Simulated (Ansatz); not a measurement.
Consider the cleavage of the Si–Al bond: `[NH2][Al]([SiH3])[SiH2]O` + `F[SiH](F)S` → `F[SiH](F)S[SiH3]` + `[NH2][AlH][SiH2]O`.

Computed with Ansatz on PBE0-D4/def2-TZVP structures; ΔE is electronic, products minus reactants. CBS: MP2 limit from def2 TZ/QZ plus the TZ coupled-cluster correction, frozen cores. DFT in def2-TZVPP. B3LYP here is the variant with VWN-RPA as its local correlation; programs differ in this. One conformer a species, not always the lowest.

`[NH2][Al]([SiH3])[SiH2]O`:

```xyz
13

N     1.452    1.284   -0.615
Al    0.293   -0.006   -0.253
Si    0.895   -2.283   -0.956
Si   -1.743    0.714    0.944
O    -1.645    2.291    1.471
H     2.332    1.162   -1.091
H     1.297    2.261   -0.418
H    -0.136   -2.864   -1.865
H     2.200   -2.334   -1.678
H     1.001   -3.204    0.213
H    -2.054   -0.199    2.090
H    -2.940    0.689    0.058
H    -0.951    2.490    2.100
```

`F[SiH](F)S`:

```xyz
6

F    -0.081   -0.186    1.689
Si    0.375   -0.292    0.174
F    -0.263   -1.641   -0.360
S    -0.288    1.363   -0.943
H     1.841   -0.374    0.102
H    -1.584    1.131   -0.663
```

`F[SiH](F)S[SiH3]`:

```xyz
9

F    -1.029   -1.530   -0.811
Si   -0.867   -1.148    0.721
F     0.405   -1.946    1.226
S    -0.623    0.924    0.947
Si    0.800    1.256   -0.639
H    -2.043   -1.608    1.474
H     0.098    1.436   -1.930
H     1.743    0.116   -0.721
H     1.515    2.499   -0.266
```

`[NH2][AlH][SiH2]O`:

Cartesian coordinates in Å:
```
N 0.197 1.976 0.566
Al -0.876 0.860 -0.293
Si -0.207 -1.513 -0.266
O 1.318 -1.729 0.372
H 0.064 2.972 0.638
H 1.001 1.694 1.103
H -2.147 1.484 -1.015
H -0.291 -2.124 -1.631
H -1.094 -2.333 0.606
H 2.035 -1.285 -0.080
```

```csv
level,ΔE (kcal/mol),difference from CCSD(T)/CBS
PBE-D4,-9.4,3.1
r2SCAN-D4,-11.9,0.6
PBE0-D4,-10.6,1.9
B3LYP-D4,-12.2,0.3
ωB97X-V,-12.4,0.1
ωB97M-V,-13.7,-1.2
B2PLYP,-12.3,0.2
PBE,-8.7,3.8
r2SCAN,-11.8,0.7
PBE0,-10.0,2.5
B3LYP,-11.0,1.5
HF/def2-TZVPP,-14.1,-1.6
MP2/def2-TZVPP,-14.2,-1.7
SCS-MP2/def2-TZVPP,-13.9,-1.4
CCSD/def2-TZVPP,-11.5,1.0
CCSD(T)/def2-TZVPP,-11.4,1.1
HF/def2-QZVPP,-14.3,-1.8
MP2/def2-QZVPP,-14.9,-2.4
SCS-MP2/def2-QZVPP,-14.6,-2.1
HF/CBS(def2),-14.3,-1.8
MP2/CBS(def2),-15.4,-2.9
CCSD/CBS(def2),-12.7,-0.2
CCSD(T)/CBS,-12.5,0
```

Largest T1 diagnostic among the species: 0.013.

From PBE to PBE0 (25 % exact exchange), in def2-TZVPP and without D4, ΔE moves by −1.3 kcal/mol. The D4 term adds −1.2 kcal/mol with B3LYP and −0.6 kcal/mol with PBE0; it sums over pairs of atoms, weighted by their polarisabilities, and B3LYP, whose exchange is more repulsive, gets the larger term.
